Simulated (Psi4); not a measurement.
CH3O, doublet, at a GFN2-xTB geometry, with bond 5-1 at 1.6 times its length; R2SCAN/pcseg-1 in Psi4.

Here is a job for Psi4.
```
memory 2 GB

molecule {
0 2
C     0.68555475    0.02506030   -0.03326015
O    -0.67125356   -0.12186477   -0.00544343
H    -1.09819889    0.73923507   -0.05875489
H     1.12820553    0.97457786    0.20251259
H     1.55137662   -1.43784676    0.17891719
}

set {
  basis pcseg-1
  reference uks
  basis_guess true
}

energy('r2scan')
print_variables()
```

It wrote (shortened):

```
  //>>>>>>>>>>>>>>>>>>>>>>>>>>>>>>>>>>>//
  //      Guess SCF, pcseg-0 Basis     //
  //<<<<<<<<<<<<<<<<<<<<<<<<<<<<<<<<<<<//

   => Loading Basis Set <=

    Name: PCSEG-0
    Role: ORBITAL
    Keyword: BASIS

         ---------------------------------------------------------
                           SCF Castup computation
         ---------------------------------------------------------
                                   SCF
               by Justin Turney, Rob Parrish, Andy Simmonett
                          and Daniel G. A. Smith
                              UKS Reference
         ---------------------------------------------------------

  ==> Geometry <==

    Molecular point group: c1
    Full point group: C1

    Geometry (in Angstrom), charge = 0, multiplicity = 2:

       Center              X                  Y                   Z               Mass
    ------------   -----------------  -----------------  -----------------  -----------------
         C            0.715092993400     0.069239491429    -0.028070029941    12.000000000000
         O           -0.641715316600    -0.077685578571    -0.000253309941    15.994914619570
         H           -1.068660646600     0.783414261429    -0.053564769941     1.007825032230
         H            1.157743773400     1.018757051429     0.207702710059     1.007825032230
         H            1.580914863400    -1.393667568571     0.184107310059     1.007825032230

  Running in c1 symmetry.

  Rotational constants: A =      4.38767  B =      0.94452  C =      0.78300 [cm^-1]
  Rotational constants: A = 131538.97551  B =  28316.07882  C =  23473.62090 [MHz]
  Nuclear repulsion =   33.707309438699902

  Charge       = 0
  Multiplicity = 2
  Electrons    = 17
  Nalpha       = 9
  Nbeta        = 8

  ==> Algorithm <==

  SCF Algorithm Type is DF.
  DIIS enabled.
  MOM disabled.
  Fractional occupation disabled.
  Guess Type is SAD.
  Energy threshold   = 1.00e-06
  Density threshold  = 1.00e-06
  Integral threshold = 1.00e-12

  ==> Primary Basis <==

  Basis Set: PCSEG-0
    Blend: PCSEG-0
    Number of shells: 16
    Number of basis functions: 24
    Number of Cartesian functions: 24
    Spherical Harmonics?: true
    Max angular momentum: 1

  ==> DFT Potential <==

   => LibXC <=

    Version 7.1.2
    S. Lehtola, C. Steigemann, M. J. T. Oliveira, and M. A. L. Marques,  SoftwareX 7, 1–5 (2018) (10.1016/j.softx.2017.11.002)

   => Composite Functional: R2SCAN <=

[...]
  @DF-UKS Final Energy:  -114.56100768981599
    Total Energy =                       -114.5610076898159946
[...]
      Ntotal   =   17.0000008949 ; deviation = 8.949e-07

   @Spin Contamination Metric:   1.643928364E-02
   @S^2 Expected:                7.500000000E-01
   @S^2 Observed:                7.664392836E-01
   @S   Expected:                5.000000000E-01
   @S   Observed:                5.000000000E-01

    Orbital Energies [Eh]
    ---------------------

    Alpha Occupied:

[...]
    Alpha Virtual:

[...]
      43A      3.610414

    Beta Occupied:

[...]
    Beta Virtual:

[...]
    Final Occupation by Irrep:
              A
    DOCC [     8 ]
    SOCC [     1 ]
    NA   [     9 ]
    NB   [     8 ]

  @DF-UKS Final Energy:  -114.87707266114056

   => Energetics <=

    Nuclear Repulsion Energy =             33.7073094386999017
    One-Electron Energy =                -222.7629020859740478
    Two-Electron Energy =                  89.0555697927115233
    DFT Exchange-Correlation Energy =     -14.8770498065779329
    Empirical Dispersion Energy =           0.0000000000000000
    VV10 Nonlocal Energy =                  0.0000000000000000
    Total Energy =                       -114.8770726611405593

  UHF NO Occupations:
  HONO-2 :    7  A 1.9991409
  HONO-1 :    8  A 1.9933046
  HONO-0 :    9  A 1.0000000
  LUNO+0 :   10  A 0.0066954
  LUNO+1 :   11  A 0.0008591
  LUNO+2 :   12  A 0.0005521
  LUNO+3 :   13  A 0.0000895

Computation Completed

Properties will be evaluated at   0.000000,   0.000000,   0.000000 [a0]

Properties computed using the SCF density matrix

 Multipole Moments:

 ------------------------------------------------------------------------------------
     Multipole            Electronic (a.u.)      Nuclear  (a.u.)        Total (a.u.)
 ------------------------------------------------------------------------------------

 L = 1.  Multiply by 2.5417464519 to convert [e a0] to [Debye]
 Dipole X            :         -1.6916307            1.5624887           -0.1291420
 Dipole Y            :          0.4208661            0.3825865            0.8034526
 Dipole Z            :         -0.2251626            0.3170934            0.0919308
 Magnitude           :                                                    0.8189414

 ------------------------------------------------------------------------------------

  Variable Map:
  ----------------------------------------------------------------------------
[...]
  Array Variable Map:
  ----------------------------------------------------------------------------
[...]
[...]
```
